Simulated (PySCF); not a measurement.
# Levels of Hf⁵³⁺ from EOM-EA-GCCSD

Reference: closed-shell Hf⁵⁴⁺, [Ar]; one electron is added. Calculated with PySCF 2.14, two-component X2C-1e with screened spin-orbit coupling, an uncontracted even-tempered set (17 s from 5.3 bohr⁻², ratio 2.6; 14 p from 6.9 bohr⁻², ratio 2.6; 5 d from 7.1 bohr⁻², ratio 2.8; 3 f from 110 bohr⁻², ratio 2.8); frozen [Ne]; the 60 highest virtual spinors dropped; of the others 50 kept and the rest restored at second order. No Breit or QED terms. Binding energies in eV.

| level | Koopmans | second order | EOM-CCSD |
| --- | --- | --- | --- |
| 3d3/2 | 4973.8 | 4975.1 | 4974.8 |
| 3d5/2 | 4907.3 | 4908.4 | 4908.1 |

For comparison, the ionisation energy of Hf⁵³⁺ is 4980 ± 5 eV (theoretical estimate listed by NIST; NIST Atomic Spectra Database, ionization energies).

Only part of the computed levels is shown.
